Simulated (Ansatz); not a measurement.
Stepwise reaction of `[F][GaH2]` with hydrogen sulfide, as a gas-phase model of exchange steps in deposition or etching. ΔE in kJ/mol; ΔG adds harmonic PBE0-D4 terms to CCSD(T)/CBS, at 1 bar.

Computed with Ansatz on PBE0-D4/def2-TZVP structures; ΔE is electronic, products minus reactants. CCSD(T)/CBS adds triple-zeta CCSD(T) − MP2 to the extrapolated MP2 energy (def2 sets, frozen cores). This one scheme is used for every species. DFT in def2-TZVPP. B3LYP here is the variant with VWN-RPA as its local correlation; programs differ in this. For Ga outer-core shells are correlated without core-valence functions, which leaves a few kJ/mol of doubt a bond. Scalar relativity is left out up to krypton. One conformer a species, not always the lowest.

```csv
step,reaction,PBE-D4,B3LYP-D4,ωB97M-V,CCSD(T)/CBS,ΔG(500 K)
2,`[F][GaH][SH]` + H₂S → `[F][Ga]([SH])[SH]` + H₂,-67.0,-64.1,-61.1,-66.9,-56.2
```

(1) Give the row of step 1, `[F][GaH2]` + H₂S → `[F][GaH][SH]` + H₂. (Estimate.)

(2) By hand: ΔE of the 2 steps together at CCSD(T)/CBS.

Answers

(1) Computed: 
| step | reaction | PBE-D4 | B3LYP-D4 | ωB97M-V | CCSD(T)/CBS | ΔG(500 K) |
| --- | --- | --- | --- | --- | --- | --- |
| 1 | `[F][GaH2]` + H₂S → `[F][GaH][SH]` + H₂ | -80.2 | -75.5 | -73.5 | -79.1 | -69.9 |

(2) (-79.1) + (-66.9) = -146.0 kJ/mol, or -73.0 kJ/mol a step.

In ΔE each step is higher than the one before. All are downhill at CCSD(T)/CBS. ΔG lies between -69.9 and -56.2 kJ/mol a step. PBE-D4 differs from CCSD(T)/CBS by -1.1 to -0.1 kJ/mol a step. Isolated molecules leave out the surface, adducts and barriers. Largest T1 diagnostic: 0.014.
